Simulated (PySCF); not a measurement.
Isomers of C2H7FOSi2, one GFN2-xTB conformer each. Single-point energies are computed at PBE0/pcSseg-1 (PySCF, gas phase, no added dispersion term), electronic only.

Question: Rank them by PBE0/pcSseg-1 energy, lowest first (kJ/mol).
A. `[OH:1][Si@@H:2]1[CH2:3][SiH2:4][C@@H:5]1[F:6]` with H–O1–Si2–C3 90°, O1–Si2–C3–Si4 -104°, Si2–C3–Si4–C5 -7°, C3–Si4–C5–F6 124°, O1–Si2–C5–Si4 108°
B. `[CH3:1][SiH2:2][Si@@H:3]([F:4])[CH:5]=[O:6]` with C1–Si2–Si3–F4 -174°, Si2–Si3–C5–O6 57°

Answer: B (0.0), A (37.6).

As drawn, the lower has a C=O bond, an Si–F bond and an Si–Si bond, which the higher lacks; the higher has a four-membered ring, an O–H bond and an Si–O bond, which the lower lacks. GFN2-xTB itself gives, in the same order: 0.0, 5.4. Both levels put the same isomer lowest.

Question: Which frontier levels, dipoles and rotational constants go with these structures?

Answer: 
```json
{"SMILES": "C[SiH2][Si@@H](F)C=O", "HOMO (eV, PBE0/pcSseg-1)": "-7.09", "LUMO (eV)": "-1.72", "dipole (D)": "1.57", "A, B, C (MHz)": "2505, 1652, 1081"}
{"SMILES": "O[Si@@H]1C[SiH2][C@@H]1F", "HOMO (eV, PBE0/pcSseg-1)": "-7.55", "LUMO (eV)": "-0.21", "dipole (D)": "1.42", "A, B, C (MHz)": "2896, 2162, 1457"}
```

Question: As an exercise, what shares would exp(−E/RT) give at 1000 K from these electronic energies alone (no entropy, no degeneracies)?

Answer: RT = 8.314 kJ/mol: C[SiH2][Si@@H](F)C=O 98.9 %, O[Si@@H]1C[SiH2][C@@H]1F 1.1 %.
